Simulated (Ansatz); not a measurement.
Consider the redistribution: `[CH3][Mo](=[O])(=[O])[F]` + `F[Si]Cl` → `[CH3][Mo](=[O])(=[O])[Cl]` + `F[Si]F`.

Isolated molecules relaxed with PBE0-D4/def2-TZVP in Ansatz; ΔE leaves out vibrations. CCSD(T)/CBS is the MP2 limit (def2-TZVPP, def2-QZVPP) plus CCSD(T) − MP2 in def2-TZVPP, frozen cores. This one scheme is used for every species. Elements past krypton have def2 core potentials. For Mo outer-core shells are correlated without core-valence functions, which leaves a few kJ/mol of doubt a bond.

```tsv
species	CCSD(T)/CBS(def2) energy (Eh)
`[CH3][Mo](=[O])(=[O])[F]`	-358.25710
`F[Si]Cl`	-848.72390
`[CH3][Mo](=[O])(=[O])[Cl]`	-718.24825
`F[Si]F`	-488.75686
```

(1) Work out ΔE.

Largest T1 diagnostic among the species: 0.025, so the coupled-cluster value is less sure than usual.

## Answers

(1) ΔE = (-718.24825) + (-488.75686) − (-358.25710) − (-848.72390) = -0.02411 Eh = -63.3 kJ/mol.

At CCSD(T), def2-SVP lies +13.1 kJ/mol from the extrapolated value and def2-TZVPP +0.5 kJ/mol. In def2-TZVPP, CCSD(T) changes the Hartree–Fock value by −6.5 kJ/mol (the triples alone add −1.4 kJ/mol) and MP2 by −22.3 kJ/mol.
